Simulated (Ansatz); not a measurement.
Z-matrix (Å, degrees):
```
Si
F 1 1.5887
C 1 1.6828 2 124.34
H 3 1.0819 1 124.81 2 0.04
H 3 1.0843 4 116.81 1 -179.72
H 1 1.4709 2 108.58 3 179.80
```
Charge 0, spin multiplicity 1.

Calculation: frozen-core CCSD(T)/def2-TZVPP // PBE0-D3(BJ)/def2-TZVP (Ansatz, a quantum-chemistry and plane-wave program).

```json
{
  "HF energy": "-428.05603 Ha",
  "MP2 correlation energy": "-0.53479 Ha"
}
```

Question: Estimate the CCSD correlation energy, the (T) correction, the total energy and the T1 diagnostic.

Answer: 
| Quantity | Result |
|---|---|
| CCSD correlation energy | -0.55694 Ha |
| (T) correction | -0.02060 Ha |
| CCSD(T) total energy | -428.63357 Ha |
| T1 diagnostic | 0.013 |
